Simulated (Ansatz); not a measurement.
Consider the atomization: `C[SiH2]OCN` → 2 C• + 9 H• + N• + O• + Si•.

Gas-phase electronic energies from Ansatz, PBE0-D4/def2-TZVP geometries. CCSD(T)/CBS adds triple-zeta CCSD(T) − MP2 to the extrapolated MP2 energy (def2 sets, frozen cores). This one scheme is used for every species, atoms too. For atomizations the MP2-based limit and the directly extrapolated one differ by several kJ/mol either way, and by 10 to 25 for some Ge, Se and Sn compounds, so smaller differences from it don't rank the levels. DFT in def2-TZVPP. B3LYP here is the variant with VWN-RPA as its local correlation; programs differ in this. Open shells (•) are unrestricted, without spin–orbit coupling. Spin–orbit coupling would lower the free atoms: a little for C, O, Si. Each species was taken in one conformer, which may not be the lowest.

```tsv
species	B3LYP-D4 energy (Eh)
`C[SiH2]OCN`	-501.27715
C•	-37.85948
H•	-0.50215
N•	-54.60397
O•	-75.09627
Si•	-289.39209
```

Question: Work out ΔE.

Answer: ΔE = 9 × (-0.50215) + 2 × (-37.85948) + (-54.60397) + (-75.09627) + (-289.39209) − (-501.27715) = 1.94651 Eh = +5110.6 kJ/mol. CCSD(T)/CBS gives +5108.2 kJ/mol.

Largest T1 diagnostic among the species: 0.012.

In def2-TZVPP, CCSD(T) changes the Hartree–Fock value by +1273.8 kJ/mol (the triples alone add +64.0 kJ/mol) and MP2 by +1321.3 kJ/mol; breaking electron pairs costs correlation energy, which Hartree–Fock lacks. From r2SCAN to r2SCAN0 (25 % exact exchange), in def2-TZVPP and without D4, ΔE moves by −67.8 kJ/mol: exact exchange takes away binding that semilocal exchange gives to molecules. The D4 term adds +39.3 kJ/mol with B3LYP and +20.9 kJ/mol with PBE0; it sums over pairs of atoms, weighted by their polarisabilities, and B3LYP, whose exchange is more repulsive, gets the larger term.
